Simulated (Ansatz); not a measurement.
Program: Ansatz. Geometries: PBE0-D4/def2-TZVP. ΔE: electronic, gas phase. CCSD(T)/CBS is the MP2 limit (def2-TZVPP, def2-QZVPP) plus CCSD(T) − MP2 in def2-TZVPP, frozen cores. This one scheme is used for every species, atoms too. DFT in def2-TZVPP. No spin–orbit coupling; open shells (•) take unrestricted orbitals. Spin–orbit coupling would lower the free atoms: a little for C, S, Si. Each species was taken in one conformer, which may not be the lowest.

Reaction (atomization): `[SiH3]SCC=S` → 2 C• + 6 H• + 2 S• + Si•

Problem. What is ΔE at CCSD(T)/CBS? (An estimate is asked.)

Solution. Ansatz gave: +3795.2 kJ/mol.

Problem. What do these levels give: BLYP-D4, B97M-V, r2SCANh, r2SCAN0, MP2/def2-TZVPP, MP2/CBS(def2)? (Estimate.)

Solution. Computed: BLYP-D4 3780.1, B97M-V 3825.3, r2SCANh 3778.6, r2SCAN0 3744.6, MP2/def2-TZVPP 3734.6, MP2/CBS(def2) 3844.5 kJ/mol.

Largest T1 diagnostic among the species: 0.015.

In def2-TZVPP, CCSD(T) changes the Hartree–Fock value by +960.4 kJ/mol (the triples alone add +70.2 kJ/mol) and MP2 by +1009.8 kJ/mol; breaking electron pairs costs correlation energy, which Hartree–Fock lacks. From PBE to PBE0 (25 % exact exchange), in def2-TZVPP and without D4, ΔE moves by −57.8 kJ/mol: exact exchange takes away binding that semilocal exchange gives to molecules. Leaving LDA and LC-ωPBE aside and taking each functional with its dispersion term where it has one, the values, not all of them listed here, spread over 182.4 kJ/mol, from BHLYP-D4 to PBE-D4. LDA lies +507.8 kJ/mol from PBE without D4, its usual overbinding.

For atomizations the MP2-based limit and the directly extrapolated one differ by several kJ/mol either way, and by 10 to 25 for some Ge, Se and Sn compounds, so smaller differences from it don't rank the levels.
